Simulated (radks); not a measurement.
The numbers below are computed, except where a source is named.
Numerical settings for the molybdenum ion Mo3+, [Kr] 4d3. Level of theory: Dirac Kohn-Sham, PBEsol, spin-unpolarised, spherical densities, finite nucleus; open shells fill j = l - 1/2 first; Fermi nuclear charge, rms radius 4.4091 fm (a radial shooting solver on a logarithmic mesh with Libxc functionals). The defaults (mesh step 0.008 in ln r, mesh end at 40 bohr or more with all orbitals vanishing there, Anderson mixing 0.5 over 9 steps, residual threshold near 1e-9 with the energy settled to 1e-9 hartree or 1e-11 of itself, here a cap of 64 iterations) give E = -4045.1779 hartree and 4d3/2 at -32.981 eV in 14 iterations. Run on one thread of a shared host, so times are rough (Arm Neoverse V2): 0.1 s of CPU time, 0.1 s wall, 14 iterations on 2189 mesh points. Changes against that run (0 stands for a change within the tolerance of the run):

setting,iterations,converged,E (mhartree),e(4d3/2) (meV),CPU (s)
mesh step in ln r 0.08,4,no,diverged,-,0.02
mesh step in ln r 0.012,14,yes,0,0,0.07
mesh step in ln r 0.003,14,yes,0,0,0.24
mesh end (bohr) 8,14,yes,+0.00151,+0.12,0.09
mesh end (bohr) 2,14,level above zero,+4.88e+03,+3.75e+04,0.07
residual threshold 1e-05,9,yes,0,+0.272,0.07
residual threshold 0.1,8,yes,0,-2.4,0.07
mixing 1.5,14,yes,0,0,0.1
"linear mixing, mixing 0.5",30,yes,0,0,0.16
"linear mixing, mixing 0.2",64,no,0,-0.00611,0.32
mixing history 3,16,yes,0,0,0.11
iteration cap 2,2,no,+2.11e+03,-2.38e+04,0.02

Settled on a wrong energy, with an occupied level pushed above zero by the early mesh end: mesh end (bohr) 2 (+4.88 hartree). Apart from these: no run marked as converged misses the energy by more than 1 mhartree. A mesh that ends early acts as a hard wall.
